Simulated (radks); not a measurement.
Tc4+, configuration [Kr] 4d2 4f1 (not the ground configuration). All-electron calculation, scalar-relativistic Kohn-Sham, LDA (Slater exchange, Perdew-Wang correlation), spin-polarised, spherical densities, finite nucleus; open shells are filled with parallel spins first (spin-orbit coupling, left out, can overturn this in heavy ions); Fermi nuclear charge, rms radius 4.4112 fm. Program: a radial shooting solver on a logarithmic mesh with Libxc functionals.

Unscreened Slater integrals over Kohn-Sham orbitals (eV). They are taken over the spin-up orbitals.

integral,value
"F0(4f,4f)",9.3976
"F2(4f,4f)",4.6697
"F4(4f,4f)",2.9807
"F6(4f,4f)",2.1607
"F0(4f,4d)",11.641
"F2(4f,4d)",4.7241
"F4(4f,4d)",2.7940
"G1(4f,4d)",5.1722
"G3(4f,4d)",3.0839
"G5(4f,4d)",2.1394
"F0(4f,4p)",12.079
"F2(4f,4p)",4.1677
"G2(4f,4p)",2.8784
"G4(4f,4p)",1.9048
"F0(4f,4s)",12.208
"G3(4f,4s)",1.9732
"F0(4d,4d)",17.495
"F2(4d,4d)",8.9476
"F4(4d,4d)",5.9254
"F0(4d,4p)",19.223
"F2(4d,4p)",9.6695
"G1(4d,4p)",12.166
"G3(4d,4p)",7.4943
"F0(4d,4s)",19.826
"G2(4d,4s)",8.9662
"F0(4p,4p)",21.642
"F2(4p,4p)",11.417
"F0(4p,4s)",22.539
"G1(4p,4s)",15.334
"F0(4s,4s)",23.577

Derived for the open shells (J is the average intra-shell exchange parameter used in DFT+U). 4d: Racah B = F2/49 - 5 F4/441 = 0.1154 eV, C = 35 F4/441 = 0.4703 eV, C/B = 4.07, F4/F2 = 0.662, J = (F2 + F4)/14 = 1.062 eV. 4f: F4/F2 = 0.638, F6/F2 = 0.463, J = (286 F2 + 195 F4 + 250 F6)/6435 = 0.3818 eV.
